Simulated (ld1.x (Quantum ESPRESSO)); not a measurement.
## Transferability test, ultrasoft potential for potassium

- Element: K (Z = 19)
- Generator: ld1.x (Quantum ESPRESSO) 7.5
- Type: ultrasoft
- Functional: PBE
- Relativity: scalar-relativistic
- Frozen core: [Ne]
- Valence charge: 9
- Reference configuration: 3s2 3p6 4s0.75 4p0.25
- Partial waves: 3s (bound): rcut 2.45, rcutus 2.70 bohr; 4s (bound): rcut 2.45, rcutus 2.70 bohr; 3p (bound): rcut 2.00, rcutus 2.75 bohr; 4p (bound): rcut 2.00, rcutus 2.75 bohr; 3d channel at 0.2 Ry: rc 2.45 bohr
- Local potential: the d channel
- Core correction: none
- Augmentation charge: PSQ, inside the norm-conserving radii

Energies are relative to the spin-unpolarised reference configuration 3s2 3p6 4s0.75 4p0.25; without spin polarisation the order of configurations can differ from experiment. Not all tests gave a result: test run stopped at test 4 of 6 (negative rho).

Its overlap operator is not positive definite in a basis up to 400 Ry (lowest eigenvalue p -0.46), so the file is unfit for use: the generalised eigenproblem breaks down once the basis is large enough, and its test numbers describe a broken file.

| valence configuration | charge | ΔE all-electron (eV) | error AE − PS (meV) |
| --- | --- | --- | --- |
| 3s2 3p6 4s1 4p0 | 0 | -0.381 | -1.2 |
| 3s2 3p6 4s0 4p0 | +1 | 3.934 | +0.3 |
| 3s2 3p6 4s0.5 4p0 | +0.5 | 1.261 | -0.6 |

The ghost test of this file was not conclusive.
